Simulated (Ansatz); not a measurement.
`C[Se][Al]([F])[F]` + `C=CC` → `C=C[CH2][Al]([F])[F]` + `C[SeH]` at 400 K and 1 bar (formal exchange of groups at the Al–Se bond).

Calculated with Ansatz (gas phase, PBE0-D4/def2-TZVP geometries, no zero-point term in ΔE). CBS: MP2 limit from def2 TZ/QZ plus the TZ coupled-cluster correction, frozen cores. For Se outer-core shells are correlated without core-valence functions, which leaves a few kJ/mol of doubt a bond. Scalar relativity is left out up to krypton. Each species was taken in one conformer, which may not be the lowest.

```json
{"species": "`C[Se][Al]([F])[F]`", "CCSD(T)/CBS energy (Eh)": "-2882.36734", "H − E (kJ/mol)": "147.9", "S (J/(mol·K))": "408.2"}
{"species": "`C=CC`", "CCSD(T)/CBS energy (Eh)": "-117.74610", "H − E (kJ/mol)": "229.7", "S (J/(mol·K))": "285.2"}
{"species": "`C=C[CH2][Al]([F])[F]`", "CCSD(T)/CBS energy (Eh)": "-558.91415", "H − E (kJ/mol)": "232.2", "S (J/(mol·K))": "396.8"}
{"species": "`C[SeH]`", "CCSD(T)/CBS energy (Eh)": "-2441.15625", "H − E (kJ/mol)": "135.4", "S (J/(mol·K))": "284.5"}
```

H − E and S are ideal-gas, rigid-rotor, harmonic terms from PBE0-D4/def2-TZVP, for one conformer and one mirror image of each species. 1 Eh = 2625.50 kJ/mol, R = 8.31446 J/(mol·K).

Problem. By hand: ΔE, ΔH, ΔS and ΔG.

Solution. ΔE = (-558.91415) + (-2441.15625) − (-2882.36734) − (-117.74610) = 0.04304 Eh = 113.0 kJ/mol. Δ(H − E) = 232.2 + 135.4 − 147.9 − 229.7 = -10.0, so ΔH = 103.0 kJ/mol. ΔS = 396.8 + 284.5 − 408.2 − 285.2 = -12.1 J/(mol·K). ΔG = 103.0 − 400 × (-12.1)/1000 = 107.8 kJ/mol.

Problem. By hand: the equilibrium constant, and the temperature at which ΔG would vanish if ΔH and ΔS stayed fixed.

Solution. log₁₀ K = −ΔG/(RT ln 10) = -14.1. ΔH and −TΔS have one sign here, so there is no such temperature.

The number of gas molecules stays the same, so ΔS is small and ΔH decides. A doubt of 5 kJ/mol in ΔE shifts log₁₀ K by 0.7 here. Other conformers and mirror images would add mixing entropy, several J/(mol·K) or more a flexible species. Modes under 60 cm⁻¹, often nearly free rotors, make the harmonic entropy too high. These are equilibria of isolated gas molecules and say nothing of rates. Largest T1 diagnostic: 0.012 (customary marks: 0.02 for closed shells, 0.045 for open ones).

ΔS is within the doubt of such terms, so its sign, and with it that verdict, could turn.
